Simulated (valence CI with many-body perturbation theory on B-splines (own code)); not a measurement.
**La33+: E2, M1 decay**

Calculated by valence CI with perturbative core correlation (CI+MBPT): six valence electrons over a frozen Dirac-Fock core [Ar], a basis of 7 s, 7 p, 8 d, 6 f, 4 g, 1 h functions for each j, with the one-electron correlation potential Σ1, the two-electron term Σ2, the three-electron term Σ3, Breit, model QED; selected CI, second order for the rest, scaled by the run's own slope (own B-spline code, finite nucleus).

The last digits are not significant, and no measured levels were compared; by estimate large intervals hold to a few tenths of a per cent, small ones and those within an open d or f shell to about a per cent. Core correlation moves these levels by up to 6700 cm⁻¹, and in measured spectra 5 to 20 % of such shifts remained as error; rates that hang on mixing are uncertain with them. Among the levels kept, up to 1000 cm⁻¹ of a level comes from second order outside the variational space, and about a tenth of that is noise between levels of different J, which matters for small intervals. Only levels of the ground parity were solved; by the run's estimate the other parity begins above the list, which can be wrong where configurations are misplaced.

Lines 51 to 100 of 120 in falling wavelength, among levels below 98.337 eV, chosen from the decays that carry over 1 % of a level's rate. Wavelengths and rates use the calculated energies. Electric multipoles are in the length gauge, E1 and E2 with the static RPA response of the core. S is in atomic units (e²a₀⁴ for E2 and M2, e²a₀⁶ for E3), for M1 in squared Bohr magnetons. Weak lines are less certain than strong ones. Lines between different terms over intervals too small for the method are left out, as are lines whose strength nearly cancels. The highest levels of a list are the least certain.

Levels are named by their leading jj configuration (3d3/2^4 stands for four electrons in 3d with j = 3/2), which in mixed levels can hold well under half, so a name can repeat and another be missing. Letters in brackets count levels of one name in rising energy.

```csv
λ vac (Å),Upper,Lower,Type,A (s⁻¹),S (a.u.)
658.2,(3d3/2^2 3d5/2^4) J=2 [b],(3d3/2^2 3d5/2^4) J=2 [a],M1,1.36e+04,7.20e-01
656.8,(3d3/2^2 3d5/2^4) J=0 [a],(3d3/2^3 3d5/2^3) J=1 [a],M1,7.79e+04,8.18e-01
642.0,(3d3/2^2 3d5/2^4) J=2 [c],(3d3/2^3 3d5/2^3) J=3 [c],M1,2.86e+04,1.40e+00
640.5,(3d3/2^3 3d5/2^3) J=2 [b],(3d3/2^3 3d5/2^3) J=1 [a],M1,9.71e+03,4.73e-01
611.4,(3d3/2^2 3d5/2^4) J=0 [b],(3d3/2^3 3d5/2^3) J=1 [a],M1,1.05e+05,8.93e-01
607.7,(3d3/2 3d5/2^5) J=1,(3d3/2^2 3d5/2^4) J=0 [b],M1,2.94e+04,7.35e-01
603.8,(3d3/2 3d5/2^5) J=2,(3d3/2^2 3d5/2^4) J=2 [b],M1,3.64e+04,1.49e+00
603.6,(3d3/2^2 3d5/2^4) J=4 [c],(3d3/2^2 3d5/2^4) J=4 [a],M1,1.15e+04,8.45e-01
598.2,(3d3/2^2 3d5/2^4) J=4 [c],(3d3/2^3 3d5/2^3) J=3 [c],M1,2.98e+04,2.13e+00
586.2,(3d3/2^3 3d5/2^3) J=3 [c],(3d3/2^3 3d5/2^3) J=4 [a],M1,1.14e+03,5.97e-02
581.4,(3d3/2 3d5/2^5) J=1,(3d3/2^3 3d5/2^3) J=2 [b],M1,6.91e+04,1.51e+00
581.2,(3d3/2^2 3d5/2^4) J=4 [a],(3d3/2^3 3d5/2^3) J=4 [a],M1,8.87e+04,5.81e+00
572.7,(3d3/2 3d5/2^5) J=2,(3d3/2^2 3d5/2^4) J=1,M1,4.37e+04,1.52e+00
572.4,(3d3/2^2 3d5/2^4) J=6,(3d3/2^3 3d5/2^3) J=6,M1,3.19e+04,2.88e+00
571.9,(3d3/2^2 3d5/2^4) J=2 [c],(3d3/2^3 3d5/2^3) J=2 [b],M1,2.09e+04,7.26e-01
571.5,(3d3/2^2 3d5/2^4) J=6,(3d3/2^3 3d5/2^3) J=5,M1,1.33e+04,1.20e+00
571.3,(3d3/2^3 3d5/2^3) J=2 [a],(3d3/2^4 3d5/2^2) J=2,M1,4.13e+04,1.43e+00
568.6,(3d3/2 3d5/2^5) J=1,(3d3/2^2 3d5/2^4) J=0 [a],M1,3.04e+04,6.22e-01
556.1,(3d3/2^3 3d5/2^3) J=3 [b],(3d3/2^4 3d5/2^2) J=2,M1,5.59e+03,2.50e-01
553.4,(3d3/2^3 3d5/2^3) J=2 [b],(3d3/2^3 3d5/2^3) J=3 [a],M1,3.19e+04,1.00e+00
552.8,(3d3/2^3 3d5/2^3) J=1 [b],(3d3/2^4 3d5/2^2) J=0,M1,2.46e+04,4.63e-01
545.5,(3d3/2^2 3d5/2^4) J=2 [c],(3d3/2^3 3d5/2^3) J=1 [b],M1,2.06e+04,6.20e-01
541.5,(3d3/2^3 3d5/2^3) J=5,(3d3/2^4 3d5/2^2) J=4,M1,1.07e+04,6.90e-01
540.7,(3d3/2^3 3d5/2^3) J=6,(3d3/2^4 3d5/2^2) J=4,E2,9.18e-02,4.93e-05
536.2,(3d3/2^2 3d5/2^4) J=1,(3d3/2^3 3d5/2^3) J=2 [a],M1,9.12e+03,1.56e-01
535.7,(3d3/2 3d5/2^5) J=4,(3d3/2^2 3d5/2^4) J=3 [b],M1,3.41e+04,1.75e+00
526.2,(3d3/2^2 3d5/2^4) J=4 [b],(3d3/2^3 3d5/2^3) J=3 [b],M1,1.37e+04,6.65e-01
524.5,(3d3/2^2 3d5/2^4) J=2 [b],(3d3/2^3 3d5/2^3) J=3 [b],M1,2.09e+04,5.58e-01
521.1,(3d3/2^2 3d5/2^4) J=5,(3d3/2^3 3d5/2^3) J=4 [a],M1,2.51e+03,1.45e-01
511.6,(3d3/2^2 3d5/2^4) J=2 [b],(3d3/2^3 3d5/2^3) J=2 [a],M1,3.06e+04,7.59e-01
502.3,(3d3/2^2 3d5/2^4) J=3 [a],(3d3/2^3 3d5/2^3) J=4 [a],M1,3.56e+04,1.17e+00
500.9,(3d3/2^2 3d5/2^4) J=4 [c],(3d3/2^3 3d5/2^3) J=4 [b],M1,3.02e+04,1.27e+00
500.6,(3d3/2^3 3d5/2^3) J=3 [c],(3d3/2^3 3d5/2^3) J=3 [a],M1,1.11e+03,3.61e-02
496.9,(3d3/2^2 3d5/2^4) J=4 [a],(3d3/2^3 3d5/2^3) J=3 [a],M1,3.26e+03,1.34e-01
479.3,(3d3/2 3d5/2^5) J=1,(3d3/2^2 3d5/2^4) J=2 [a],M1,1.80e+05,2.20e+00
475.2,(3d3/2 3d5/2^5) J=4,(3d3/2^2 3d5/2^4) J=3 [a],M1,3.72e+03,1.33e-01
472.9,(3d3/2^2 3d5/2^4) J=2 [c],(3d3/2^2 3d5/2^4) J=2 [a],M1,2.17e+04,4.25e-01
459.6,(3d3/2 3d5/2^5) J=4,(3d3/2^2 3d5/2^4) J=5,M1,6.23e+04,2.02e+00
453.7,(3d3/2^3 3d5/2^3) J=3 [b],(3d3/2^4 3d5/2^2) J=4,M1,3.03e+04,7.35e-01
448.8,(3d3/2^2 3d5/2^4) J=3 [b],(3d3/2^3 3d5/2^3) J=4 [a],M1,1.61e+04,3.78e-01
442.9,(3d3/2^2 3d5/2^4) J=4 [b],(3d3/2^3 3d5/2^3) J=5,M1,4.40e+04,1.28e+00
438.1,(3d3/2^2 3d5/2^4) J=3 [a],(3d3/2^3 3d5/2^3) J=3 [a],M1,5.28e+04,1.15e+00
428.5,(3d3/2 3d5/2^5) J=2,(3d3/2^2 3d5/2^4) J=3 [a],M1,6.70e+04,9.77e-01
421.1,(3d3/2 3d5/2^5) J=4,(3d3/2^2 3d5/2^4) J=4 [a],M1,9.94e+04,2.48e+00
418.5,(3d3/2 3d5/2^5) J=4,(3d3/2^3 3d5/2^3) J=3 [c],M1,5.36e+03,1.31e-01
405.4,(3d3/2^3 3d5/2^3) J=1 [b],(3d3/2^4 3d5/2^2) J=2,M1,7.28e+03,5.39e-02
399.7,(3d3/2^2 3d5/2^4) J=2 [c],(3d3/2^3 3d5/2^3) J=3 [b],M1,9.00e+03,1.06e-01
396.6,(3d3/2 3d5/2^5) J=1,(3d3/2^3 3d5/2^3) J=2 [a],M1,1.55e+04,1.08e-01
392.2,(3d3/2^2 3d5/2^4) J=2 [c],(3d3/2^3 3d5/2^3) J=2 [a],M1,1.10e+04,1.23e-01
391.9,(3d3/2^3 3d5/2^3) J=2 [b],(3d3/2^4 3d5/2^2) J=2,M1,1.38e+04,1.54e-01
```
